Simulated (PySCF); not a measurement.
Excitations are Tamm–Dancoff values on a coarser integration grid. The basis has no diffuse functions, so Rydberg states are missing or too high.

Cartesian coordinates (Å):
```xyz
4

C     -0.1098     0.0020     0.0036
S      1.4939    -0.0266    -0.0488
H     -0.7085    -0.9104     0.0219
H     -0.6756     0.9350     0.0233
```
Charge 0, multiplicity 1.

Question: Predict the dipole moment, T1 excitation (TDA) and HOMO from r2SCAN-D4/def2-TZVP (PySCF 2.14.0).

Answer: 
The dipole moment comes out as 1.77 D and the T1 excitation (TDA) is 1.77 eV. The HOMO is -5.67 eV.
